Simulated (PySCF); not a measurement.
# One molecule, several mistakes: CGe2H6N cation

Calculated results; nothing here was measured. The program is PySCF 2.14.0, an open-source quantum chemistry code, run on an isolated molecule that a program drew, which may never have been made. The molecule is CGe2H6N cation (charge +1, singlet), drawn as the SMILES string `[CH2]=[GeH][NH][GeH2+]`.

Each row is a Hartree-Fock (HF) and frozen-core CCSD(T) single point in the cc-pVDZ basis, meant for a local HF minimum. Run 1 is clean. Each other run has one planted mistake out of seven kinds, and not every kind appears here: one electron removed, one electron added, multiplicity raised by two, geometry at a saddle point, minimal basis STO-3G, one bond length entered in bohr, all coordinates scaled. The reference is restricted for singlets and unrestricted otherwise, and also for a bond in bohr. Adding or removing an electron swaps singlet and doublet. Electrons count all cores. HOMO and LUMO are orbital energies over both spins, the gradient is its largest component, and the lowest frequency (negative if imaginary) is given only where the gradient is small. Bond lengths are over the 9 bonds as drawn. T1 is the CCSD diagnostic: over 0.02 (restricted) or 0.045 (unrestricted) a single reference is doubtful. Germanium has the cc-pVDZ-PP basis, with a core potential (ECP10MDF) in place of its 10 inner electrons, and its 3s, 3p and 3d shells are frozen in CCSD(T).

Geometry of the clean run:
```xyz
10
CGe2H6N cation, angstrom
C     1.3720   -2.4216    2.5394
Ge    1.0427   -1.7284    0.9758
N    -0.7857   -1.4540    0.5129
Ge   -1.5441   -0.8090   -0.9004
H     2.3961   -2.5940    2.8416
H     0.5839   -2.6901    3.2293
H     1.8521   -1.2503   -0.1978
H    -1.4226   -1.7457    1.2412
H    -3.0475   -0.7280   -0.9493
H    -0.6549   -0.3539   -2.0274
```

| run | electrons | basis functions | <S^2> | HOMO (eV) | LUMO (eV) | gradient (hartree/bohr) | lowest frequency (cm^-1) | mean bond (Å) | longest bond (Å) | T1 | HF (hartree) | CCSD(T) (hartree) | mistake |
|---|---|---|---|---|---|---|---|---|---|---|---|---|---|
| 1 | 82 | 104 | 0.000 | -12.17 | -4.51 | 1.7e-05 | 54 | 1.4518 | 1.906 | 0.0212 | -682.25293 | -682.80311 | no fault |
| 2 | 82 | 104 | 1.227 | -11.70 | -4.39 | 3.4e-02 | - | 1.5587 | 2.043 | 0.0703 | -682.12504 | -682.65945 | one bond length entered in bohr |
| 3 | 83 | 104 | 0.873 | -6.01 | 2.44 | 6.0e-02 | - | 1.4518 | 1.906 | 0.0321 | -682.44698 | -683.00103 | one electron added |
| 4 | 81 | 104 | 0.757 | -21.10 | -10.08 | 7.6e-02 | - | 1.4518 | 1.906 | 0.0164 | -681.85836 | -682.34992 | one electron removed |
| 5 | 82 | 104 | 0.000 | -12.38 | -4.46 | 2.7e-02 | - | 1.4053 | 1.845 | 0.0191 | -682.24089 | -682.78086 | ? |

**Which mistake was planted in run 5, and what did it cost?**

The mean and the longest bond both change by the same factor, 0.968, and the gradient is no longer small. So the mistake is: all coordinates scaled. Subtracting run 1 and multiplying by 627.51 kcal/mol a hartree, the energy moved by 7.6 kcal/mol in HF and 14.0 kcal/mol in CCSD(T).

Cautions from the logs. Run 1: T1 is over the limit, so its CCSD(T) energy is less reliable; run 2: T1 is over the limit, so its CCSD(T) energy is less reliable.
